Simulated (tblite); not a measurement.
C₅H₁₁NOSi₂.
Atom-mapped SMILES: `[CH3:1][SiH2:2][Si@@H:3]([NH2:4])[c:5]1[cH:6][cH:7][cH:8][o:9]1` (hydrogens: H10, H11, H12 on C1; H13, H14 on Si2; H15 on Si3; H16, H17 on N4; H18 on C6; H19 on C7; H20 on C8)

Computed with GFN2-xTB (tblite), gas phase: L-BFGS steps from a force-field or distance-geometry start until the largest atomic force falls under 0.01 eV/Å.

Step 0: E = -727.0477 eV
```
atom  x, y, z in Å  |  force x, y, z in eV/Å
C1     -2.3643    1.5224   -0.5978   -1.945   1.349  -0.869
Si2    -2.1583   -0.2955   -0.4577   -0.751  -1.615  -0.028
Si3    -0.3591   -0.9379    0.6971   -0.205  -2.190   0.839
N4     -0.2611   -2.7177    0.4592    0.599   1.169   0.493
C5      1.1613   -0.1057    0.1134    0.517   1.312  -0.094
C6      1.4515    1.2372    0.0099    0.198  -0.193  -0.042
C7      2.7567    1.3207   -0.5005    0.570   0.066  -0.167
C8      3.1927    0.0193   -0.6831    0.202   2.193  -0.118
O9      2.2194   -0.7652   -0.3171    0.163  -3.164  -0.004
H10    -3.4583    1.7504   -0.3794    1.274  -0.044  -0.294
H11    -1.7876    2.1217    0.0959    0.148   0.068  -0.383
H12    -2.2269    1.7805   -1.6758    0.180   0.350   1.084
H13    -2.2164   -1.0019   -1.7489   -0.130   0.195  -0.061
H14    -3.3319   -0.8064    0.2952    0.012   0.021  -0.143
H15    -0.5077   -0.7067    2.1570    0.171   0.168  -0.011
H16     0.6757   -3.0818    0.7287   -1.327  -0.018  -0.171
H17    -1.0555   -3.2289    0.8670    1.003   0.216  -0.253
H18     0.8042    2.0328    0.2816   -0.146   0.344   0.058
H19     3.3206    2.2156   -0.6981   -0.092  -0.083   0.008
H20     4.1397   -0.3421   -1.0596   -0.438  -0.144   0.157
```

Task: Estimate the geometry and energy of step 1. (The exact step hangs on the optimiser's Hessian estimate; all steps are aligned on step 0, rigid shifts and turns removed.)

Result: E = -727.3884 eV, largest force 0.919 eV/Å
```
atom  x, y, z in Å  |  force x, y, z in eV/Å
C1     -2.3921    1.5416   -0.6102   -0.465   0.030  -0.076
Si2    -2.1690   -0.3185   -0.4581   -0.416  -0.444   0.049
Si3    -0.3620   -0.9692    0.7091    0.171  -0.730   0.418
N4     -0.2526   -2.7010    0.4663    0.039   0.473   0.338
C5      1.1687   -0.0870    0.1121   -0.021  -0.649   0.101
C6      1.4543    1.2345    0.0093    0.054   0.421   0.026
C7      2.7648    1.3217   -0.5029    0.161   0.480  -0.028
C8      3.1956    0.0506   -0.6848   -0.063  -0.432  -0.031
O9      2.2217   -0.8104   -0.3171    0.518  -0.168  -0.114
H10    -3.4401    1.7498   -0.3836    0.188   0.231  -0.132
H11    -1.7854    2.1227    0.0904   -0.068  -0.091  -0.530
H12    -2.2243    1.7855   -1.6603    0.157   0.494   0.400
H13    -2.2182   -0.9991   -1.7498   -0.155   0.078  -0.227
H14    -3.3317   -0.8061    0.2932   -0.218  -0.083  -0.029
H15    -0.5052   -0.7043    2.1568    0.157   0.157   0.098
H16     0.6568   -3.0821    0.7263   -0.576  -0.205  -0.063
H17    -1.0412   -3.2259    0.8634    0.850   0.196  -0.288
H18     0.8021    2.0377    0.2824    0.036   0.082  -0.018
H19     3.3193    2.2144   -0.6980    0.053   0.112  -0.044
H20     4.1334   -0.3442   -1.0573   -0.405   0.049   0.148
```

The energy changes by -0.3407 eV. The first-order estimate −F·Δx gives -0.5858 eV and the mean of the old and new forces, exact on a quadratic surface, -0.3406 eV. The step makes an angle of 0° with the force vector and moves no atom by more than 0.045 Å.

What follows is the cost of the whole relaxation. Time: 1.1 s. Hardware: an Intel Xeon Platinum 8488C with one thread, shared host.
